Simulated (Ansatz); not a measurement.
`Cc1cccc(C)c1C#N` + `OC(F)[SiH3]` → `N#COC(F)[SiH3]` + `Cc1cccc(C)c1`  (substitution at a C–C bond)

Program: Ansatz. Geometries: PBE0-D4/def2-TZVP. ΔE: electronic, gas phase. CCSD(T)/CBS adds triple-zeta CCSD(T) − MP2 to the extrapolated MP2 energy (def2 sets, frozen cores). Functionals use def2-TZVPP. B3LYP here is the variant with VWN-RPA as its local correlation; programs differ in this. One conformer a species, not always the lowest.

`Cc1cccc(C)c1C#N`:

Cartesian coordinates in Å:
```
C -2.227 1.267 0.480
C -0.875 0.865 -0.013
C -0.137 1.686 -0.855
C 1.115 1.298 -1.304
C 1.655 0.081 -0.920
C 0.954 -0.773 -0.080
C 1.521 -2.089 0.345
C -0.311 -0.362 0.364
C -1.050 -1.222 1.228
N -1.646 -1.917 1.928
H -2.506 2.248 0.096
H -2.253 1.303 1.572
H -2.989 0.546 0.173
H -0.553 2.639 -1.160
H 1.677 1.952 -1.961
H 2.635 -0.215 -1.276
H 0.873 -2.914 0.040
H 1.610 -2.147 1.433
H 2.508 -2.246 -0.090
```

`OC(F)[SiH3]`:

```xyz
9

O     1.277    0.995   -0.185
C     0.684   -0.235   -0.006
F     0.971   -1.067   -1.092
Si   -1.211    0.000    0.102
H     2.232    0.910   -0.094
H     1.092   -0.760    0.869
H    -1.677    0.707   -1.114
H    -1.841   -1.340    0.201
H    -1.526    0.791    1.319
```

`N#COC(F)[SiH3]`:

Cartesian coordinates in Å:
```
N -2.884 1.857 -0.232
C -1.879 1.392 0.086
O -0.741 0.913 0.458
C -0.330 -0.296 -0.193
F -1.051 -1.329 0.332
Si 1.544 -0.534 0.148
H -0.590 -0.220 -1.254
H 1.742 -0.554 1.615
H 1.926 -1.823 -0.473
H 2.263 0.595 -0.487
```

`Cc1cccc(C)c1`:

Z-matrix (Å, degrees):
```
C
C 1 1.498
H 1 1.092 2 111.4
H 1 1.095 2 110.9 3 119.5
H 1 1.092 2 111.4 3 -121.0
C 2 1.391 1 120.7 3 152.0
C 2 1.391 1 120.9 3 -29.4
C 6 1.391 2 122.0 1 178.5
H 6 1.087 2 119.0 1 -1.5
C 7 1.386 2 120.4 1 -178.2
H 7 1.085 2 119.6 1 1.6
C 8 1.499 6 120.7 2 178.5
C 8 1.391 6 118.4 2 -0.2
H 10 1.084 7 119.8 2 179.8
H 12 1.092 8 111.4 6 31.3
H 12 1.092 8 111.4 6 152.3
H 12 1.095 8 110.9 6 -88.2
H 13 1.085 8 119.6 6 -179.7
```

CCSD(T)/CBS gives +107.8 kJ/mol.

Another level gave +101.7 kJ/mol. Which?
A. SCS-MP2/def2-TZVPP
B. B3LYP-D4/def2-TZVPP
C. MP2/def2-TZVPP
D. B3LYP/def2-TZVPP

B. B3LYP-D4 101.7, B3LYP 94.8, SCS-MP2/def2-TZVPP 106.9, MP2/def2-TZVPP 113.2 kJ/mol.

Largest T1 diagnostic among the species: 0.014.

In def2-TZVPP, CCSD(T) changes the Hartree–Fock value by +13.0 kJ/mol (the triples alone add +2.1 kJ/mol) and MP2 by +22.2 kJ/mol. The D4 term adds +6.9 kJ/mol with B3LYP and +4.0 kJ/mol with PBE0; it sums over pairs of atoms, weighted by their polarisabilities, and B3LYP, whose exchange is more repulsive, gets the larger term.

CCSD(T)/CBS has its own doubt, a few kJ/mol and more with outer-core shells, so smaller differences from it don't rank the levels.
